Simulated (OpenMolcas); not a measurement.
## What dynamic correlation does to the levels of Cr²⁺

* Program: OpenMolcas 26.06
* Basis: ANO-RCC-VDZP [5s4p2d1f]
* Scalar Hamiltonian: X2C, point nucleus
* Active space: 4 electrons in 5 orbitals (3d)
* State averaging: 2S+1 = 5 even, 5 roots; 2S+1 = 3 even, 45 roots (30 in the spin-orbit step); 2S+1 = 1 even, 50 roots (13 in the spin-orbit step)
* Spin-orbit coupling: RASSI with atomic mean-field integrals over the reference wave functions, term energies averaged over their components

Methods on the same reference wave functions:
A. CASSCF
B. SS-CASPT2, IPEA 0.25 Eh, imaginary shift 0.1 Eh (closed shells correlated: 3s 3p)

Energies in cm-1 above 3d4 5D0, the measured ground level; measured values from Sugar and Corliss, J. Phys. Chem. Ref. Data 6, 317 (1977).

| Level | A | B | Measured |
| --- | --- | --- | --- |
| 3d4 5D0 | 0.0 | 0.0 | 0.0 |
| 3d4 5D1 | 68.4 | 69.6 | 62.2 |
| 3d4 5D2 | 203 | 205 | 183 |
| 3d4 5D3 | 398 | 402 | 357 |
| 3d4 5D4 | 648 | 651 | 576 |
| 3d4 3H4 | 19635 | 18020 | 17274 |
| 3d4 3H5 | 19757 | 18150 | 17397 |
| 3d4 3H6 | 19914 | 18310 | 17531 |
| 3d4 3P0 | 21261 | 16810 | 16771 |
| 3d4 3P1 | 21628 | 17180 | 17169 |
| 3d4 3P2 | 22364 | 17910 | 17851 |
| 3d4 3F2 | 22554 | 18940 | 18452 |
| 3d4 3F3 | 22597 | 18990 | 18511 |
| 3d4 3F4 | 22700 | 19100 | 18583 |

Deviations, from unrounded energies. A percentage is the sum of absolute deviations over the sum of measured energies, with the sign that they share, or ± where signs differ.

```csv
Against measurement,Levels,A,B
mean absolute deviation (cm-1),13,2500,310
fine structure of the ground term (%),4,+11.9,+12.7
other terms of the ground configuration (%),9,+20.6,+2.4
```

B lies closest to measurement on these levels. The largest miss of B in the table is 3d4 3H6, by +780 cm-1. The ranking rests on the paired levels alone, and a cruder setting can come out closer through cancelling errors.

From A to B the spin-free energies of the other terms of 3d4 shown, above 5D, scale by factors of 0.79 to 0.92, as is usual when dynamic correlation screens the repulsion within a d or f shell.

The lowest spin-free term lies below A's lowest term by 0.299 hartree in B.

Term energies are means over components that CASPT2 splits; among the terms shown or strongly mixed into the levels shown the widest spread is 170 cm-1 (3d4 3F, B). Some high roots are left out of the spin-orbit mixing, which shifts the levels that they would mix with. Without dynamic correlation excited terms often stand tens of per cent too high (terms of higher spin than the ground term too low), and those without a measured partner can miss by more than the paired ones (holds for A). Measured partners are found by configuration, term and J. A level has none where our copy of the source lacks it or the pairing is in doubt (some pairs that miss far off the trend of their configuration count as doubtful), and it then counts in no deviation. Levels of configurations outside the active space are missing. The table leaves out levels that lie high or whose names do not pair safely across all columns.
